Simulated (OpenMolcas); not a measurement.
Computed levels of 4d⁴ in ions with 40 electrons, in cm-1 above ⁵D₀.

```json
{
 "Program": "OpenMolcas 26.06",
 "Method": "SS-CASPT2, IPEA 0.25 Eh, imaginary shift 0.1 Eh",
 "Basis": "ANO-R2",
 "Scalar Hamiltonian": "X2C, finite nucleus",
 "Spin-orbit coupling": "state interaction with AMFI integrals over the reference wave functions, term energies averaged over their components"
}
```

Active space for each ion: 4 electrons in 5 orbitals (4d); closed shells correlated by CASPT2: 4s 4p.

```json
{"Level": "⁵D₁", "Tc3+": "345", "Ru4+": "488", "Rh5+": "674", "Ag7+": "1245"}
{"Level": "⁵D₂", "Tc3+": "943", "Ru4+": "1304", "Rh5+": "1755", "Ag7+": "3040"}
{"Level": "⁵D₃", "Tc3+": "1708", "Ru4+": "2320", "Rh5+": "3060", "Ag7+": "5060"}
{"Level": "⁵D₄", "Tc3+": "2590", "Ru4+": "3470", "Rh5+": "4500", "Ag7+": "7170"}
{"Level": "³P₀(1)", "Tc3+": "14680", "Ru4+": "16750", "Rh5+": "18550", "Ag7+": "21730"}
{"Level": "³H₄", "Tc3+": "16020", "Ru4+": "18190", "Rh5+": "20240", "Ag7+": "24090"}
{"Level": "³P₁(1)", "Tc3+": "16450", "Ru4+": "19170", "Rh5+": "21720", "Ag7+": "26750"}
{"Level": "³H₅", "Tc3+": "16840", "Ru4+": "19350", "Rh5+": "21840", "Ag7+": "26880"}
{"Level": "³H₆", "Tc3+": "17560", "Ru4+": "20320", "Rh5+": "23090", "Ag7+": "28790"}
```

Task: Estimate ⁵D₄, ³P₀(1), ³H₄ for Pd6+ from its neighbours Rh5+ and Ag7+.

Result: ⁵D₄ is fine structure, which grows about as the fourth power of a screened charge, so the fourth roots are averaged: ((4500^0.25 + 7170^0.25) / 2)^4 = 5719. The calculation gives 5890, so the estimate is off by -2.9 %.
³P₀(1) is another term, which grows about linearly with the charge: (18550 + 21730) / 2 = 20140. The calculation gives 19990, so the estimate is off by +0.8 %.
³H₄ is another term, which grows about linearly with the charge: (20240 + 24090) / 2 = 22165. The calculation gives 22040, so the estimate is off by +0.6 %.

Mixed levels, with the weight of the term that names them: Pd6+ ³H₄ (72 %), Ag7+ ³H₄ (69 %).

CASPT2 breaks the degeneracy within a term, and the mean is taken; among the terms shown or strongly mixed into the levels shown the widest spread is 73 cm-1 (4d⁴ ³G, Ru4+). Only configurations of the active space appear.

A number in round brackets counts repeated terms of one configuration in the order of the reference energies.
